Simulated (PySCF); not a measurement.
Gas-phase reaction: 2 GeHCl3 + Cl2 → 2 GeCl4 + H2

Computed with PySCF and rigid-rotor harmonic-oscillator thermochemistry at 1 bar. † marks an energy on the PBE0/def2-TZVP geometry and frequencies. MP2 freezes the core. All species are closed-shell singlets. Ge: all electrons, no relativistic terms. MP2 isn't extrapolated to the basis-set limit; its ΔH°(298 K) is -319.2 kJ in def2-SVP and -311.3 kJ in def2-TZVPP. The harmonic model lacks anharmonicity and excited electronic states, which grow with temperature; levels with a mode under 35 cm⁻¹ are left out.

ΔH° and ΔS° at 298 K: BLYP/def2-TZVP† -250 kJ, -54 J/K; HF/def2-TZVP† -276 kJ, -54 J/K; MP2/def2-TZVPP† -311 kJ, -54 J/K; ωB97M-V/def2-TZVP† -281 kJ, -54 J/K.

Q: With the heat capacities included, give log10 K (1 bar) at 600, 800, 1000, 1400, 1600 K from BLYP/def2-TZVP†, HF/def2-TZVP†, MP2/def2-TZVPP†, ωB97M-V/def2-TZVP†.

A: 
```
T (K)  BLYP/def2-TZVP†  HF/def2-TZVP†  MP2/def2-TZVPP†  ωB97M-V/def2-TZVP†
-----  ---------------  -------------  ---------------  ------------------
600               19.1           21.5             24.5                21.9
800               13.8           15.6             17.9                15.9
1000              10.7           12.1             13.9                12.4
1400               7.1            8.1              9.4                 8.3
1600               6.0            6.8              8.0                 7.0
```
